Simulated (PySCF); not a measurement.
BF2, SMILES F[B-]F (connectivity only; charge and spin as stated), charge -1, multiplicity 1. Atoms are numbered in the order given.

```xyz
3

B      0.0000     0.0000    -0.6470
F      0.0000     1.1017     0.1797
F      0.0000    -1.1017     0.1797
```
Charge -1, spin multiplicity 1.

The structure is a stationary point at PBE0-D3(BJ)/def2-TZVPD.

Calculation: PySCF with PBE0/def2-TZVPD.

Symmetry labels are those of the subgroup C2v that the program uses (full group C2v).

Question: List the valence orbital energies around the gap with their symmetry. (Estimate from the structure and the level; the computed values follow.)

Answer: 
| orbital | symmetry | energy (eV) |
|---|---|---|
| HOMO−7 | B2 | -27.03 |
| HOMO−6 | A1 | -10.02 |
| HOMO−5 | B2 | -8.32 |
| HOMO−4 | B1 | -7.35 |
| HOMO−3 | A1 | -7.23 |
| HOMO−2 | A2 | -6.06 |
| HOMO−1 | B2 | -5.46 |
| HOMO | A1 | 0.57 |
| LUMO | A1 | 4.43 |
| LUMO+1 | B2 | 5.36 |
| LUMO+2 | B1 | 5.42 |
| LUMO+3 | A1 | 5.48 |
